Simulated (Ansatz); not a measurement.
`C[N](C)[Y]([OH])[N](C)C` and `C[N](C)[Y]([OH])[OH]` differ in one atom or group.

Ansatz, PBE0-D4/def2-TZVP geometries, multiplicity 1. Each molecule was computed in one conformer, which needn't be the lowest.

Elements past krypton have def2 core potentials.

| property | `C[N](C)[Y]([OH])[N](C)C` |
| --- | --- |
| LUMO energy (PBE0/def2-TZVPP) / eV | -1.24 |
| HOMO–LUMO gap (B3LYP/def2-TZVPP) / eV | 3.78 |
| size of the dipole moment (ωB97M-V/def2-TZVPP) / D | 0.48 |
| HOMO energy (PBE0/def2-TZVPP) / eV | -5.53 |
| HOMO energy (B3LYP/def2-TZVPP) / eV | -5.35 |
| HOMO–LUMO gap (PBE/def2-TZVPP) / eV | 2.37 |

Question: What does the change do to each property? (An estimate is asked.)

Answer: Computed: 
```
                                          property  `C[N](C)[Y]([OH])[OH]`  shift
                LUMO energy (PBE0/def2-TZVPP) / eV                   -1.29  -0.05
             HOMO–LUMO gap (B3LYP/def2-TZVPP) / eV                    3.81   0.03
size of the dipole moment (ωB97M-V/def2-TZVPP) / D                    1.24   0.76
                HOMO energy (PBE0/def2-TZVPP) / eV                   -5.61  -0.08
               HOMO energy (B3LYP/def2-TZVPP) / eV                   -5.43  -0.08
               HOMO–LUMO gap (PBE/def2-TZVPP) / eV                    2.41   0.04
```

Dipoles are sizes alone; their direction can turn.

B3LYP here is the variant with VWN-RPA as its local correlation; programs differ in this.
